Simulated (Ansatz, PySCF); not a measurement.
Gas-phase reaction in SMILES: CN[SiH3] + N (NH3) → CN (CH5N) [methanamine] + N[SiH3]
Each molecule is optimised on its own at B3LYP-D3(BJ)/def2-TZVP (Ansatz, an electronic-structure program). Frequencies are from Ansatz or PySCF.
Geometry of the first species:
SMILES: CN[SiH3]
```xyz
10

C     -1.6126     0.4066    -0.4022
N     -0.4868     0.2290     0.5037
Si     1.0678    -0.2976    -0.0086
H     -2.1571    -0.5221    -0.6138
H     -1.2533     0.8015    -1.3549
H     -2.3225     1.1326     0.0005
H     -0.7619     0.0269     1.4522
H      1.1173    -1.6794    -0.5665
H      1.5478     0.6091    -1.0798
H      1.9631    -0.2452     1.1702
```

Wanted: bond separation energy (enthalpy at 298 K, with B3LYP-D3(BJ) rigid-rotor harmonic-oscillator terms), in kcal/mol. Valence correlation only, unless marked. No spin-orbit coupling. Non-relativistic. Basis-set limits of correlation are two-point, X^-3; Hartree-Fock from the larger set. [CCSD(T)-MP2]/basis is that difference in the basis named.

```
level                                                                             program  bond separation energy (kcal/mol)  minus last row
-------------------------------------------------------------------------  --------------  ---------------------------------  --------------
HF/cc-pV(D+d)Z                                                                     Ansatz                               -0.4            -1.3
PBE-D4/def2-TZVPD                                                          Ansatz + dftd4                                1.3             0.4
BLYP/def2-TZVPD                                                                    Ansatz                                0.3            -0.6
PBE0-D4/def2-TZVPD                                                         Ansatz + dftd4                                1.0             0.1
BHLYP-D3(BJ)/def2-TZVPD                                                    Ansatz + dftd3                                0.9             0.0
r2SCAN0/def2-TZVPD                                                                 Ansatz                                0.6            -0.3
CAM-B3LYP-D4/def2-TZVPD                                                    Ansatz + dftd4                                0.9             0.0
wB97X/def2-TZVPD                                                                   Ansatz                                0.5            -0.4
MP2/6-31G                                                                          Ansatz                               -0.3            -1.2
MP2/cc-pwCVTZ                                                                      Ansatz                                1.1             0.2
SCS-MP2/6-31G                                                                      Ansatz                               -0.4            -1.3
CCSD/cc-pV(T+d)Z                                                                   Ansatz                                0.7            -0.2
CCSD(T)/STO-3G                                                                     Ansatz                                0.4            -0.5
CCSD(T)/cc-pwCVTZ                                                                  Ansatz                                1.0             0.1
RI-MP2/CBS(aug-cc-pV(T+d)Z,aug-cc-pV(Q+d)Z)+[CCSD(T)-MP2]/aug-cc-pV(T+d)Z          Ansatz                                0.9             0.0
```
